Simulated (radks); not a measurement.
The numbers below are computed, except where a source is named.
Question: All-electron atom: In+ in [Kr] 4d10 5p2 (not the ground configuration). Level of theory: Dirac Kohn-Sham, PBEsol, spin-unpolarised, spherical densities, finite nucleus; open shells are shared between the two j in proportion to 2j + 1; Fermi nuclear charge, rms radius 4.6156 fm (a radial shooting solver on a logarithmic mesh with Libxc functionals).

Spin-orbit splittings of the eigenvalues, e(l+1/2) - e(l-1/2), with zeta = 2 splitting/(2l+1) and mean radii in bohr:

| shell | occ. | splitting (eV) | zeta (eV) | <r> j=l-1/2 | <r> j=l+1/2 |
|---|---|---|---|---|---|
| 2p | 6 | 210.7 | 140.5 | 0.1085 | 0.1138 |
| 3p | 6 | 38.06 | 25.37 | 0.3396 | 0.3507 |
| 3d | 10 | 7.800 | 3.120 | 0.3224 | 0.3259 |
| 4p | 6 | ? | ? | 0.9008 | 0.9312 |
| 4d | 10 | 0.8743 | 0.3497 | 1.159 | 1.175 |
| 5p | 2 | 0.4889 | 0.3259 | 2.973 | 3.076 |

Estimate the 4p splitting.

Answer: 6.676 eV (zeta = 4.450 eV).
